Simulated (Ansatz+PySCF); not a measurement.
## sextet FeH₂O(+): levels of theory in one basis

```yaml
atoms:
  - { symbol: Fe, position_ang: [0.0000, 0.0000, 0.0000] }
  - { symbol: O, position_ang: [0.0000, 0.0000, 2.1840] }
  - { symbol: H, position_ang: [0.7750, 0.0000, 2.7590] }
  - { symbol: H, position_ang: [-0.7750, 0.0000, 2.7590] }
```

Basis set: def2-SVP (spherical functions). Left uncorrelated: 6 orbitals. Correlation on ROHF uses semicanonical orbitals with singles. Charge 1, multiplicity 6.

Computed with Ansatz (development build ahead of 0.2.0); each method stands on the lowest determinant of its kind that the runs found.

```json
{"method": "ROHF", "E − E(ROHF) (eV)": "0.00", "<S²> of the determinant": "8.75"}
{"method": "UHF", "E − E(ROHF) (eV)": "-0.08", "<S²> of the determinant": "8.75"}
{"method": "ROHF-MP2", "E − E(ROHF) (eV)": "-11.48", "<S²> of the determinant": "–"}
{"method": "UHF-MP2", "E − E(ROHF) (eV)": "-11.48", "<S²> of the determinant": "8.75"}
```

Is a single determinant a sound starting point here?

By this sign, yes. Unrestricted orbitals gain 0.08 eV and <S²> is 8.75 against 8.75 for a pure state.

Caution: other spin multiplicities were not run.
